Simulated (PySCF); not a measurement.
## Atomic charges against the basis set

Compound: C2H5NSi.
SMILES with atom numbers: `[N:1]#[C:2][CH2:3][SiH3:4]` (hydrogens: H5, H6 on C3; H7, H8, H9 on Si4)

PBE0 throughout (PySCF), one geometry, spherical d and f functions. Isolated species at its PBE0-D3(BJ)/def2-SVP geometry, gas phase. Atoms taken as equivalent share a column and are averaged.

Mulliken charges (e):

```json
{"basis": "STO-3G", "functions": "29", "N1": "-0.208", "C2": "+0.061", "C3": "-0.316", "Si4": "+0.562", "H5/H6": "+0.107", "H7/H8/H9": "-0.105"}
{"basis": "6-31G", "functions": "50", "N1": "-0.296", "C2": "+0.192", "C3": "-0.721", "Si4": "+0.584", "H5/H6": "+0.251", "H7/H8/H9": "-0.087"}
{"basis": "pcSseg-0", "functions": "50", "N1": "-0.374", "C2": "+0.117", "C3": "-0.868", "Si4": "+0.576", "H5/H6": "+0.319", "H7/H8/H9": "-0.030"}
{"basis": "6-31G*", "functions": "70", "N1": "-0.359", "C2": "+0.263", "C3": "-0.661", "Si4": "+0.407", "H5/H6": "+0.248", "H7/H8/H9": "-0.049"}
{"basis": "cc-pVDZ", "functions": "85", "N1": "-0.137", "C2": "-0.083", "C3": "-0.186", "Si4": "+0.265", "H5/H6": "+0.111", "H7/H8/H9": "-0.027"}
{"basis": "def2-SVP", "functions": "85", "N1": "-0.027", "C2": "-0.184", "C3": "-0.271", "Si4": "+0.392", "H5/H6": "+0.119", "H7/H8/H9": "-0.049"}
{"basis": "aug-cc-pVDZ", "functions": "141", "N1": "-0.313", "C2": "-0.034", "C3": "+0.208", "Si4": "-0.370", "H5/H6": "-0.098", "H7/H8/H9": "+0.235"}
{"basis": "6-311+G(2d,p)", "functions": "146", "N1": "-0.324", "C2": "+0.240", "C3": "-0.554", "Si4": "+0.381", "H5/H6": "+0.194", "H7/H8/H9": "-0.044"}
{"basis": "def2-TZVP", "functions": "160", "N1": "-0.022", "C2": "-0.234", "C3": "-0.236", "Si4": "+0.166", "H5/H6": "+0.167", "H7/H8/H9": "-0.003"}
{"basis": "cc-pVTZ", "functions": "194", "N1": "-0.077", "C2": "-0.084", "C3": "-0.268", "Si4": "+0.189", "H5/H6": "+0.135", "H7/H8/H9": "-0.010"}
{"basis": "IGLO-III", "functions": "199", "N1": "-0.309", "C2": "+0.100", "C3": "-0.401", "Si4": "+0.712", "H5/H6": "+0.172", "H7/H8/H9": "-0.148"}
```

IAO charges (e):

```csv
basis,functions,N1,C2,C3,Si4,H5/H6,H7/H8/H9
STO-3G,29,-0.176,+0.070,-0.536,+0.666,+0.161,-0.116
6-31G,50,-0.246,+0.127,-0.552,+0.479,+0.195,-0.066
pcSseg-0,50,-0.244,+0.128,-0.564,+0.466,+0.196,-0.060
6-31G*,70,-0.252,+0.136,-0.569,+0.609,+0.189,-0.101
cc-pVDZ,85,-0.244,+0.129,-0.568,+0.602,+0.189,-0.099
def2-SVP,85,-0.242,+0.129,-0.567,+0.621,+0.187,-0.105
aug-cc-pVDZ,141,-0.261,+0.140,-0.573,+0.604,+0.193,-0.098
"6-311+G(2d,p)",146,-0.263,+0.142,-0.584,+0.636,+0.194,-0.106
def2-TZVP,160,-0.261,+0.141,-0.587,+0.645,+0.194,-0.109
cc-pVTZ,194,-0.258,+0.139,-0.584,+0.630,+0.194,-0.105
IGLO-III,199,-0.263,+0.142,-0.587,+0.644,+0.195,-0.108
```

Hirshfeld charges (e):

```
        basis  functions      N1      C2      C3     Si4   H5/H6  H7/H8/H9
       STO-3G         29  -0.191  +0.024  -0.054  +0.371  +0.034    -0.073
        6-31G         50  -0.226  +0.067  -0.107  +0.311  +0.070    -0.062
     pcSseg-0         50  -0.222  +0.061  -0.108  +0.334  +0.062    -0.063
       6-31G*         70  -0.235  +0.073  -0.107  +0.315  +0.073    -0.064
      cc-pVDZ         85  -0.224  +0.068  -0.118  +0.335  +0.070    -0.067
     def2-SVP         85  -0.230  +0.075  -0.122  +0.342  +0.070    -0.068
  aug-cc-pVDZ        141  -0.236  +0.071  -0.135  +0.343  +0.074    -0.064
6-311+G(2d,p)        146  -0.238  +0.069  -0.129  +0.347  +0.073    -0.065
    def2-TZVP        160  -0.238  +0.073  -0.130  +0.340  +0.074    -0.065
      cc-pVTZ        194  -0.236  +0.074  -0.129  +0.337  +0.074    -0.065
     IGLO-III        199  -0.240  +0.070  -0.131  +0.338  +0.074    -0.062
```

Some averages cover members that differ in this geometry, most widely: H7/H8/H9, Mulliken in aug-cc-pVDZ +0.218 to +0.245 e.

**Question.** Which scheme is steadiest as the basis changes?

**Answer.** Largest range over the bases for any column: Hirshfeld 0.08 e, IAO 0.20 e, Mulliken 1.08 e. Hirshfeld charges move least and Mulliken charges most, counted in e. Without the minimal STO-3G basis the ranges are Hirshfeld 0.04, IAO 0.18, Mulliken 1.08 e.

**Question.** How much do the charges still move between the two largest bases, cc-pVTZ and IGLO-III?

**Answer.** At most, over all atoms: Mulliken 0.523 e, IAO 0.014 e, Hirshfeld 0.004 e.

**Question.** What do the same runs give for the total energy, the frontier levels and the dipole moment?

**Answer.** 
```json
{"basis": "STO-3G", "energy (Eh)": "-418.1582", "HOMO (eV)": "-7.01", "LUMO (eV)": "4.36", "μ (D)": "3.39"}
{"basis": "6-31G", "energy (Eh)": "-423.0638", "HOMO (eV)": "-8.88", "LUMO (eV)": "0.49", "μ (D)": "3.93"}
{"basis": "pcSseg-0", "energy (Eh)": "-422.5022", "HOMO (eV)": "-9.22", "LUMO (eV)": "0.41", "μ (D)": "4.08"}
{"basis": "6-31G*", "energy (Eh)": "-423.1346", "HOMO (eV)": "-8.72", "LUMO (eV)": "0.43", "μ (D)": "3.88"}
{"basis": "cc-pVDZ", "energy (Eh)": "-423.1624", "HOMO (eV)": "-8.77", "LUMO (eV)": "0.46", "μ (D)": "3.77"}
{"basis": "def2-SVP", "energy (Eh)": "-422.9665", "HOMO (eV)": "-8.88", "LUMO (eV)": "0.47", "μ (D)": "3.82"}
{"basis": "aug-cc-pVDZ", "energy (Eh)": "-423.1707", "HOMO (eV)": "-8.93", "LUMO (eV)": "-0.50", "μ (D)": "4.07"}
{"basis": "6-311+G(2d,p)", "energy (Eh)": "-423.2050", "HOMO (eV)": "-8.96", "LUMO (eV)": "-0.42", "μ (D)": "4.10"}
{"basis": "def2-TZVP", "energy (Eh)": "-423.2165", "HOMO (eV)": "-8.93", "LUMO (eV)": "-0.02", "μ (D)": "4.04"}
{"basis": "cc-pVTZ", "energy (Eh)": "-423.2145", "HOMO (eV)": "-8.90", "LUMO (eV)": "0.09", "μ (D)": "3.98"}
{"basis": "IGLO-III", "energy (Eh)": "-423.2197", "HOMO (eV)": "-8.95", "LUMO (eV)": "-0.06", "μ (D)": "4.09"}
```

The dipole is fixed by the density alone, so its range of 0.71 D shows that the density itself changes with the basis, not only its division among atoms.
